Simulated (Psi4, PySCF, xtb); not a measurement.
Internal rotation in SMILES [SeH]c1ccc(s1)C (C5H6SSe). Scanned: dihedral S7–C5–Se6–H13; all other coordinates were relaxed at GFN2-xTB. Points at φ and −φ are mirror images. Heavy atoms are numbered in the order of the SMILES Cc1ccc([SeH])s1, hydrogens after them in the order of the atoms that carry them; the mirror image has the same energies with the sign of each dihedral reversed.

Computed with: GFN1-xTB // GFN2-xTB (xtb); RKS-M06-2X/6-31G* = restricted M06-2X/6-31G*, spherical d, density fitting // GFN2-xTB (PySCF 2.14.0); HF/cc-pVTZ // GFN2-xTB (Psi4).

Energies in kcal/mol, each method relative to its own lowest point.

| φ / ° | GFN1-xTB | RKS-M06-2X/6-31G* | HF/cc-pVTZ |
|---|---|---|---|
| -160 | 0.3 | 2.7 | 2.7 |
| -140 | 1.1 | 2.0 | 2.1 |
| -120 | 1.9 | 1.1 | 1.1 |
| -100 | 2.4 | 0.2 | 0.3 |
| -80 | 2.2 | 0.0 | 0.0 |
| -60 | 1.6 | 0.5 | 0.4 |
| -40 | 0.8 | 1.4 | 1.3 |
| -20 | 0.2 | 2.3 | 2.1 |
| 0 | 0.0 | 2.7 | 2.5 |
| 20 | 0.2 | 2.3 | 2.1 |
| 40 | 0.8 | 1.4 | 1.3 |
| 60 | 1.6 | 0.5 | 0.4 |
| 80 | 2.2 | 0.0 | 0.0 |
| 100 | 2.4 | 0.2 | 0.3 |
| 120 | 1.9 | 1.1 | 1.1 |
| 140 | 1.1 | 2.0 | 2.1 |
| 160 | 0.3 | 2.7 | 2.7 |
| 180 | 0.0 | 2.9 | 2.9 |
